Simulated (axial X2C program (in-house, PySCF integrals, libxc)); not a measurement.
## Estimating the spin–orbit splitting of the π levels of MgBr⁺

Calculated with an in-house all-electron X2C program for linear molecules (integrals from PySCF). Spin-free means the one-electron spin-free X2C Hamiltonian; two-component (2c) means X2C with spin–orbit coupling and atomic mean-field two-electron Coulomb and Gaunt terms, so the difference of the two also holds small scalar two-electron terms. Basis: Br dyall-cv3z [8s9p6d4f1g], Mg dyall-cv3z [9s8p6d3f] (cores contracted in-house); Gaussian nuclei, density fitting, unrestricted open shells. Masses: Br 78.918 u, Mg 23.985 u.

Hartree–Fock at 2.250 Å, closed shell. Valence p splittings ε(p3/2) − ε(p1/2) of spherical Dirac–Hartree–Fock atoms with fractionally filled p shells: Br 4p 0.555 eV.

```tsv
filled π level (eV), spin-free	Mg p share	Br p share
-15.89	0.06	0.87
```

(1) In first order a p shell splits by 3ζ/2 and a π orbital by ζ. Estimate the splitting of each π level from the shares.

The two-component Hartree–Fock calculation gives:

```csv
ε(ω = 1/2) (eV),σ share of it,ε(ω = 3/2) (eV),splitting (eV),estimate (eV)
-16.020,0.04,-15.707,0.31,0.32
```

The estimate leaves out the mixing of π1/2 with σ1/2 levels, which pushes the ω = 1/2 spinor up or down, the d and f parts of the orbital, small shares of the strongly split outer-core p shell of a metal, the Gaunt term (absent from the atomic values), and the change of the atomic p orbitals with charge; Löwdin shares depend on the basis.

Answers

(1) level -15.89 eV: (2/3) × (0.87 × 0.555) = 0.32 eV.
